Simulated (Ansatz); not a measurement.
Born–Oppenheimer molecular dynamics of ClF₃H₂OW (8 atoms, charge 0, multiplicity 1). It starts from a relaxed structure.

Theory: RHF/def2-SVP in Ansatz 0.2.0.

```json
{
  "ensemble": "NVT, Nosé–Hoover chain",
  "time step": "0.5 fs",
  "steps asked": "250",
  "set temperature": "300 K",
  "thermostat": "time constant 100 fs, chain length 3 (defaults)",
  "seed": "433895"
}
```

First frame:

```xyz
8
Properties=species:S:1:pos:R:3
W -0.123 0.089 0.023
O -0.314 -0.015 1.812
H -0.678 -0.124 2.679
F 1.719 -0.163 0.120
F 0.378 1.889 -0.095
Cl -2.367 -0.429 -0.127
H 0.151 -1.547 -0.228
F -0.214 0.148 -1.816
```

**Question.** How far do the bonds stretch over the last three quarters of this one trajectory? (Pairs bonded in most of those frames.)

**Answer.** 
```
  bond  mean (Å)  spread (Å)  shortest  longest
 W1–O2     1.801       0.008      1.79     1.81
 W1–F4     1.866       0.005      1.86     1.88
 W1–F5     1.873       0.006      1.86     1.89
W1–Cl6     2.298       0.042      2.23     2.36
 W1–H7     1.689       0.038      1.63     1.75
 W1–F8     1.844       0.004      1.83     1.85
 O2–H3     0.949       0.027      0.91     0.99
```

Mean temperature of the second half: 179 K. The conserved energy stayed within 0.31 meV per atom of its start (net change 0.26 meV per atom), so the integration is sound. The mean temperature of the second half is 40 % below the set value. A run of 0.12 ps of so small a system gives no equilibrium averages.

Time of the run: 8.8 min on 2 threads of AMD EPYC 7R43 64-Core Processor (Zen 3), with other jobs on the host, peak memory 0.28 GiB.
